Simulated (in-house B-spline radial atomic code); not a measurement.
The numbers below are computed, except where a source is named.
# Ghost states of the separable form: Ca

Ca, [Ar] 4s2, non-relativistic PBE, spherical and spin-unpolarised, from a B-spline radial code for spherical atoms (atomic units; all potentials screened as in the neutral atom).

Troullier-Martins channels: 4s (ε = -0.1379, r_c = 2.88 bohr), 3p (ε = -1.0311, r_c = 0.903 bohr). In the Kleinman-Bylander form one channel serves as the local potential, and each other channel l becomes |δV u><u δV|/<u|δV|u>, with δV = V_l − V_local and u the pseudo-orbital. Its strength is E_KB = <u|δV²|u>/<u|δV|u>. By the analysis of Gonze, Stumpf and Scheffler a spurious state lies below the reference level ε if E_KB > 0 and ε is above the second level of the local potential alone, or if E_KB < 0 and ε is above its first. The table's levels are those of angular momentum l in a sphere of 9 bohr, whose wall can lift a shallow ε a little above its free-atom value.

| local | channel | <u δV u> | <u δV² u> | ε | first local level | second local level |
| --- | --- | --- | --- | --- | --- | --- |
| s | p | -3.1947 | 13.494 | -1.0312 | -0.0504 | 0.2042 |
| p | s | 0.11003 | 0.22556 | -0.1348 | -3.1442 | -0.3976 |

(1) Apply the rule to each row.

Diagonalising the separable Hamiltonian gives:

| local | channel | three lowest levels | all-electron, two lowest valence levels |
| --- | --- | --- | --- |
| s | p | -1.0311, -0.0190, 0.2593 | -1.0312, -0.0384 |
| p | s | -2.0027, -0.1349, 0.1306 | -0.1348, 0.1324 |

(2) Which choices of local channel are safe?

Results:

(1) Local s, channel p: E_KB = -4.22, so ε = -1.0312 is set against -0.0504: no ghost. Local p, channel s: E_KB = +2.05, so ε = -0.1348 is set against -0.3976: a ghost.

(2) Free of ghosts: s. With p local the s channel has a ghost 1.87 hartree below ε, since the local potential binds more than one state below ε, and a repulsive term of rank one raises each level at most to the next, so it clears only one of them. Among the safe choices the second level, which tests transfer, is off by at most 19.4 millihartree (s local).
